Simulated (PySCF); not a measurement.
# Ionisation energy of S(14+) by level of theory

S(14+) 1s2 (1S) → S(15+) 1s1 (2S), as a difference of total energies. All numbers are calculated (PySCF 2.14, the spin-free X2C one-electron Hamiltonian (Gaussian nucleus), in an uncontracted even-tempered set (17 s from 9.6 bohr⁻², ratio 2.2; 7 p from 15 bohr⁻², ratio 2.4; 4 d from 44 bohr⁻², ratio 2.4; 3 f from 67 bohr⁻², ratio 2.4; 3 g from 100 bohr⁻², ratio 2.4)). Correlated levels: nothing frozen; virtual orbitals above 40 to 60 times the deepest correlated orbital energy dropped. The calculations carry no spin-orbit coupling.

| method | ionisation energy (eV) |
| --- | --- |
| UHF | 3223.9 |
| MP2 (all electrons) | 3225.1 |
| SCS-MP2 (all electrons) | 3225.4 |
| CCSD (all electrons) | 3225.1 |

With two correlated electrons CCSD is exact in that space.

For comparison: 3223.8 eV (theoretical estimate listed by NIST; NIST Atomic Spectra Database, ionization energies).
